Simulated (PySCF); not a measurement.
C₄H₆BF, SMILES C1CB(C=C1)F.

The structure is a stationary point at TPSSh-D3(BJ)/def2-SVP. This is a generated structure with no PubChem entry under its InChIKey; it may be hypothetical. Other conformers were not sampled.

Method: TDA-PBE/def2-SVPD (PySCF 2.14.0).

Vertical excitations. The molecule is in vacuum. State labels are in the subgroup Cs.

| state | symmetry | energy (eV) | λ (nm) | f | main pairs |
|---|---|---|---|---|---|
| S1 | A" | 5.04 | 246 | 0.001 | HOMO−1→LUMO 100 % |
| S2 | A' | 6.24 | 199 | 0.227 | HOMO→LUMO 77 % |
| S3 | A" | 6.59 | 188 | 0.002 | HOMO−2→LUMO 95 % |
| S4 | A" | 6.83 | 182 | 0.006 | HOMO→LUMO+1 99 % |
| S5 | A" | 6.98 | 178 | 0.001 | HOMO−4→LUMO 97 % |
| S6 | A' | 7.02 | 177 | 0.007 | HOMO−1→LUMO+1 98 % |
| S7 | A' | 7.17 | 173 | 0.109 | HOMO−3→LUMO 87 % |
| S8 | A" | 7.34 | 169 | 0.004 | HOMO→LUMO+3 100 % |
| S9 | A' | 7.50 | 165 | 0.001 | HOMO−1→LUMO+3 99 % |
| S10 | A" | 7.53 | 165 | 0.001 | HOMO−1→LUMO+2 91 % |
| T1 | A' | 4.01 | 309 | 0 | HOMO→LUMO 97 % |
| T2 | A" | 4.70 | 264 | 0 | HOMO−1→LUMO 100 % |
| T3 | A" | 6.05 | 205 | 0 | HOMO−2→LUMO 99 % |
| T4 | A' | 6.44 | 193 | 0 | HOMO−3→LUMO 90 % |
Triplets are in the Tamm–Dancoff approximation.
